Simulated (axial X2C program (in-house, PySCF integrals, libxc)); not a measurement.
## Potential curves of InN⁻, with spin–orbit coupling

Computed with an in-house all-electron X2C program for linear molecules (integrals from PySCF). Two-component (2c) means X2C with spin–orbit coupling and atomic mean-field two-electron Coulomb and Gaunt terms. Basis: In dyall-acv3z [12s13p10d5f1g], N dyall-av3z [7s7p3d2f] (cores contracted in-house); Gaussian nuclei, density fitting, unrestricted open shells. Masses: In 114.904 u, N 14.003 u.

State: Ω = 3/2 (⟨Sz⟩ = 0.50, ⟨Lz⟩ = 1.00 at HF). Energies in eV from the lowest point of each curve. Fits are polynomials in 1 − R0/R over 0.85 to 1.23 times the lowest point R0.

```json
{"R (Å)": "1.8755", "CCSD(T)": "0.3454"}
{"R (Å)": "1.9373", "CCSD(T)": "0.1354"}
{"R (Å)": "1.9992", "CCSD(T)": "0.0297"}
{"R (Å)": "2.0610", "CCSD(T)": "0.0000"}
{"R (Å)": "2.1331", "CCSD(T)": "0.0310"}
{"R (Å)": "2.2053", "CCSD(T)": "0.1058"}
{"R (Å)": "2.2980", "CCSD(T)": "0.2358"}
```

Correlated methods: 9 electrons correlated (number of frozen shells: In 4 s, 3 p, 2 d; N 1 s), 291 virtual spin orbitals or spinors in MP2, 90 natural virtuals in coupled cluster.

Occupations by symmetry block were frozen at the best pattern of an incomplete PBE0 search. CCSD and (T) use frozen natural virtuals with an MP2 correction for the truncation; (T) itself is uncorrected, so its De runs slightly low. Other states lie close and PBE0, whose exact exchange favours high spin, may order them wrongly; the determinant shown need not be the ground state. The nearest other 2c determinant of the search, Ω = 1/2, lies 0.08 eV up at the distance of the search. The determinant is spin-polarised beyond a pure state at some levels (its spin-free form has ⟨S²⟩ too high), which makes Re and μ there less reliable. The T1 diagnostic is large, a sign of multireference character. With the outer-core shells frozen, correlated bond lengths of heavy atoms tend to come out a few hundredths of an ångström too long. Coupled cluster ran on the points near the minimum only. MP2 and coupled cluster on one determinant become unreliable at the stretched end.

Q: Fit the CCSD(T) curve near its minimum: give the equilibrium distance and the harmonic wavenumber.

A: At CCSD(T), 2c: Re = 2.061 Å, ωe ≈ 547 cm⁻¹; Be follows as 0.318 cm⁻¹.
